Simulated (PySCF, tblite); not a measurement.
C5H10AlFS.
Cartesian coordinates in Å at the GFN2-xTB level; atoms count from 1:
```xyz
18
C5H10AlFS angstrom
C     -2.3956   -1.2909   -0.2447
S     -1.3302   -0.4776   -1.4595
C     -1.4512    1.2411   -0.8967
Al     0.6346   -0.9378   -0.0349
C      2.0312    0.1522   -0.9219
C      2.3200    1.2074    0.2439
C      3.1390    0.2252    0.0881
F      4.2572   -0.3658    0.4716
H     -2.5217   -2.3174   -0.5744
H     -3.3577   -0.7883   -0.2204
H     -1.9207   -1.2734    0.7379
H     -1.0283    1.3340    0.1033
H     -2.4928    1.5467   -0.9095
H     -0.8809    1.8416   -1.5983
H      0.1040   -0.2460    1.2792
H      0.4616   -2.4849   -0.0920
H      2.3385    0.4902   -1.9207
H      2.0842    2.1499    0.6728
```

Jobs on this species (18 atoms, 78 electrons) with PySCF (density fitting) and tblite. Hardware of each: an Arm Neoverse V2 with one thread, shared host. Times come from a shared host and carry two figures at best.

```csv
level and settings,work,basis functions,SCF cycles,wall time
GFN2-xTB,L-BFGS relaxation,–,–,?
GFN2-xTB,Hessian by finite differences,–,–,0.66 s
PBE0/pcSseg-1,"shieldings, ring-centre shieldings, charges and field gradients",200,14,49 s
```

**Question.** Fill in the missing figures.

**Answer.** 
- GFN2-xTB; L-BFGS relaxation: 1.4 s

**Question.** What do all jobs in the table cost together?

**Answer.** About 51 s; the longest takes about 96 % of that, and about 74 times as long as the shortest.
